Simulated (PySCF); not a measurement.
Species: C5H13ClGeO.
SMILES with atom numbers: `[CH3:1][CH2:2][C@H:3]([CH2:4][CH2:5][Cl:6])[O:7][GeH3:8]` (hydrogens: H9, H10, H11 on C1; H12, H13 on C2; H14 on C3; H15, H16 on C4; H17, H18 on C5; H19, H20, H21 on Ge8)

Method used: PBE0-D3(BJ)/def2-SVP geometry optimisation, gas phase in PySCF 2.14.0.

Some entries are withheld. Bonds in one row agree within 0.01 Å.

| coordinate | value |
| --- | --- |
| C1–C2 | 1.518 Å |
| C2–C3 | ? |
| C3–C4 | ? |
| C4–C5 | 1.511 Å |
| C5–Cl6 | 1.798 Å |
| C3–O7 | ? |
| O7–Ge8 | ? |
| C1–H9, C1–H10, C1–H11 | 1.101 Å |
| C2–H12 | 1.104 Å |
| C2–H13 | 1.104 Å |
| C3–H14 | 1.109 Å |
| C4–H15 | 1.104 Å |
| C4–H16 | 1.102 Å |
| C5–H17 | 1.098 Å |
| C5–H18 | 1.098 Å |
| Ge8–H19, Ge8–H20, Ge8–H21 | 1.539 Å |
| C1–C2–C3 | 113.2° |
| C2–C3–C4 | ? |
| C2–C3–O7 | 109.6° |
| C4–C3–O7 | ? |
| C3–C4–C5 | 113.8° |
| C4–C5–Cl6 | ? |
| C3–O7–Ge8 | 122.4° |

Task: Fill in the missing values.

Result: 
- C2–C3 = 1.523 Å, drawn single (chain CH2 carbon to sp3 carbon bound to oxygen); equal to the sum of covalent radii, 1.52 Å.
- C3–C4 = 1.525 Å, drawn single (sp3 carbon bound to oxygen to chain CH2 carbon); equal to the sum of covalent radii, 1.52 Å.
- C3–O7 = 1.411 Å, drawn single (ends: sp3 carbon bound to oxygen; oxygen bonded to C and Ge); 0.01 Å below the sum of covalent radii, 1.42 Å.
- O7–Ge8 = 1.789 Å, drawn single (ends: oxygen bonded to C and Ge; germanium bonded to O and 3 H); 0.07 Å below the sum of covalent radii, 1.86 Å.
- C2–C3–C4 = 111.9°, at the sp3 carbon bound to oxygen; the outer atoms are 2.525 Å apart.
- C4–C3–O7 = 109.5°, at the sp3 carbon bound to oxygen; the outer atoms are 2.398 Å apart.
- C4–C5–Cl6 = 112.1°, at the sp3 C–Cl carbon; the outer atoms are 2.750 Å apart.

Radii are Cordero's, carbon taken as 0.76, 0.73 or 0.69 Å for four, three, and two or fewer neighbours.

PBE0-D3(BJ)/def2-SVP frequencies: not computed here. One conformer, not necessarily the lowest (C1–C2–C3–C4 -177°, C2–C3–C4–C5 -174°, C3–C4–C5–Cl6 -59°, C2–C3–O7–Ge8 -122°).
